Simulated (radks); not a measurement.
The numbers below are computed, except where a source is named.
Spin polarisation of the 5p4 shell in the caesium ion Cs3+. Start: [Kr] 4d10 5s2 5p(up 2, down 2); electrons of 5p are moved from spin down to spin up, other shells keep equal spins. Level of theory: non-relativistic Kohn-Sham, SCAN, spin-polarised, spherical densities, point nucleus; meta-GGA in the generalised Kohn-Sham scheme (a radial shooting solver on a logarithmic mesh with Libxc functionals).

moment (Bohr magnetons)  E - E(0) (eV)  e(5p up) (eV)  e(5p down) (eV)  5s down minus up (eV)
0                                0.000        -39.643          -39.643                  0.000
0.5                             -0.072        -39.926          -39.340                  0.617
1                               -0.289        -40.185          -39.024                  1.210
1.5                             -0.627        -40.424          -38.689                  1.797
2                               -1.135        -40.647          -38.330                  2.386

At moment 2 the spin-polarisation energy is -1.135 eV and the 5p exchange splitting 2.317 eV, that is 1.158 eV per Bohr magneton; E = -I m^2/4 would give I = 1.135 eV.
